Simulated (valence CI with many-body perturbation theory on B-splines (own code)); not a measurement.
Te19+: key properties

Method: relativistic CI+MBPT: five valence electrons over a frozen Dirac-Fock core [Ar] 3d10, radial functions for each j: 11 s, 11 p, 10 d, 8 f, 5 g, 2 h, with the one-electron correlation potential Σ1, the two-electron term Σ2, the three-electron term Σ3, Breit, model QED; selected CI, second order for the rest, scaled by the run's own slope (own B-spline code, finite nucleus).

No measured levels were compared; by estimate levels hold to about 250 cm⁻¹ or 0.2 % of their energy and the worst to 1 %, as in measured heavy ions of charge 2 to 7; those with d or f electrons hold less well. Among the levels kept, up to 2100 cm⁻¹ of a level comes from second order outside the variational space, and about a tenth of that is noise between levels of different J, which matters for small intervals.

Levels are named by their leading jj configuration (3d3/2^4 stands for four electrons in 3d with j = 3/2), which in mixed levels can hold well under half, so a name can repeat and another be missing.

Rates and lifetimes use the calculated energies. Strong lines usually hold to 10 to 20 %, long lifetimes can be off by a factor of two.

Problem. What is the ground level?

Solution. (4s^2 4p1/2^2 4p3/2) J=3/2, composition 45 % 4s²4p³ ⁴S° + 34 % 4s²4p³ ²P° + 19 % 4s²4p³ ²D°, g = 1.536.

Problem. How well does LS coupling describe the low levels?

Solution. Among the lowest 20 levels the leading LS term, summed over configurations, holds 62 % on average. For single configurations the figures are 58 % in LS and 74 % in jj coupling. Terms mix most in the J = 3/2 level at 78.57 eV, where the leading one holds 32 %.

Problem. Among levels below 198.19 eV, which E1 lines absorb most strongly from the ground level?

Solution. to (4s^2 4p1/2 4p3/2 4d5/2) J=5/2 at 12.52 nm, f = 0.775; to (4s^2 4p1/2 4p3/2 4d3/2) J=3/2 at 12.42 nm, f = 0.509; to (4s^2 4p1/2 4p3/2 4d5/2) J=5/2 at 11.85 nm, f = 0.334.

Problem. What is the ionisation energy?

Solution. 556.27 eV; NIST lists 555 ± 4 eV (theoretical).

Problem. Name the longest-lived excited levels whose lifetime is computed, and their main decay.

Solution. (4s^2 4p1/2 4p3/2^2) J=5/2 at 13.32 eV lives 371 μs, mostly by M1 to (4s^2 4p1/2^2 4p3/2) J=3/2; (4s^2 4p1/2 4p3/2^2) J=3/2 at 10.49 eV lives 75.7 μs, mostly by M1 to (4s^2 4p1/2^2 4p3/2) J=3/2; (4s^2 4p1/2 4p3/2^2) J=1/2 at 17.17 eV lives 58.4 μs, mostly by M1 to (4s^2 4p1/2^2 4p3/2) J=3/2. The lifetime of (4s^2 4p1/2 4p3/2 4d5/2) J=9/2 is too uncertain to give, and may be longer.

Problem. Where does the other parity begin?

Solution. At (4s 4p1/2^2 4p3/2^2) J=5/2, 56.08 eV.
